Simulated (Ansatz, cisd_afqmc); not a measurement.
Species: LaCl$_{2}$, charge 1, singlet. LaCl2+ (SMILES [Cl][La+][Cl]).
B3LYP-D3(BJ)/def2-TZVP minimum from Ansatz (a program for electronic structure):
```
La
Cl 1 2.5176
Cl 1 2.5176 2 107.81
```
Charge +1, spin multiplicity 1.

Total energies in def2-SVP, 16 correlated electrons, 14 frozen orbitals. UHF or UKS for unpaired electrons; spin-orbit terms are left out. Correlated methods leave the cores frozen (noble-gas shells, and filled d and f shells in the p block). Past Kr the def2 sets carry scalar-relativistic core potentials. The Monte Carlo rows (phaseless AFQMC, CISD trial, step 0.005/hartree) carry one-sigma bars that omit the constraint's bias. Outlying blocks are dropped, and bars are widened where a walk drifts. Over all cases where full CI ran beside it in this data, AFQMC minus full CI had a median of +0.1 mEh and passed +0.4 mEh in a tenth of the cases. The spin of Cl2La+ ([Cl][La+][Cl], singlet) was assumed, and the state is the lowest solution found for it.

| method | program | energy (Eh) | minus CCSDT(Q) (mEh) |
|---|---|---|---|
| HF | Ansatz | -949.82032 | 333.22 |
| MP2 | Ansatz | -950.12220 | 31.35 |
| CCSD | Ansatz | -950.14341 | 10.13 |
| CCSD(T) | Ansatz | -950.15228 | 1.27 |
| CCSDT(Q) | Ansatz | -950.15355 | 0.00 |
| AFQMC/CISD | cisd_afqmc | -950.1530 ± 0.0004 | 0.6 ± 0.4 |

Rough core times of Ansatz's runs on a shared machine: CCSD(T) under 20 s, CCSDT(Q) 70 s.
